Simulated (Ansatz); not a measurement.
Total energies of `CC[N](CC)[Ge]([F])([F])[F]`.

```xyz
19

C    -0.097   -1.132   -2.074
C     0.733   -0.042   -1.418
N     0.301    0.336   -0.078
C     0.537   -0.644    0.970
C     0.231   -0.108    2.352
Ge   -0.969    1.574    0.101
F    -0.604    2.806    1.229
F    -1.203    2.362   -1.400
F    -2.514    1.018    0.604
H    -1.134   -0.810   -2.200
H     0.303   -1.368   -3.063
H    -0.095   -2.053   -1.487
H     1.779   -0.362   -1.339
H     0.730    0.850   -2.049
H     1.596   -0.926    0.914
H    -0.044   -1.560    0.799
H     0.815    0.788    2.569
H    -0.831    0.133    2.468
H     0.466   -0.862    3.105
```

The species carries charge 0 and has multiplicity 1. Correlated methods include outer-core shells of Ge, which these sets cover unevenly. Scalar relativity is left out up to krypton. The structure was optimised at the PBE0-D4/def2-TZVP level. It is one conformer, not always the lowest. Basis def2-TZVPP, the Gaussian-basis code of Ansatz.

RPA on PBE orbitals: Hartree–Fock energy of these orbitals -2585.65990 Eh, correlation -2.97501 Eh (frozen core).

| functional | energy without D4 (Eh) | D4 term (kJ/mol) |
| --- | --- | --- |
| LDA (SPW92) | -2583.09168 | – |
| PBE | -2589.19241 | -48.0 |
| revPBE | -2589.73690 | -145.5 |
| BLYP | -2589.99833 | -103.8 |
| r2SCAN | -2589.82824 | -13.0 |
| B97M-V | -2589.58665 | – |
| PBE0 | -2589.27789 | -41.0 |
| B3LYP | -2590.13278 | -76.2 |
| r2SCANh | -2589.79547 | -13.7 |
| r2SCAN0 | -2589.74907 | -15.0 |
| HSE06 (plane-wave form) | -2589.25408 | -38.2 |
| BHLYP | -2589.82234 | -56.6 |
| CAM-B3LYP | -2590.02692 | -41.6 |
| LC-ωPBE | -2589.52514 | – |
| ωB97X-V | -2589.73994 | – |
| ωB97M-V | -2589.79433 | – |
| B2PLYP | -2589.37049 | – |
| PBE-QIDH | -2588.89977 | – |

B3LYP takes the VWN-RPA correlation (the form of Gaussian; ORCA's B3LYP/G). HSE06 is the plane-wave form, built on full-range PBE exchange. The double hybrids freeze the cores in their second-order part.

LC-ωPBE has ω = 0.4 bohr⁻¹.
